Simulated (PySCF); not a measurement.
Computed with PBE0-D3(BJ)/def2-TZVP (PySCF). Isolated molecules, 0 K electronic values unless said otherwise. 

Reference species (SMILES): `B(I)I` (neutral, multiplicity 1).

dipole moment: 0.13 D

Changed species: `B` (whole molecule; the reference has whole molecule).

Predict the effect on the dipole moment.

the dipole moment falls by 0.13 D, to 0.00 D.
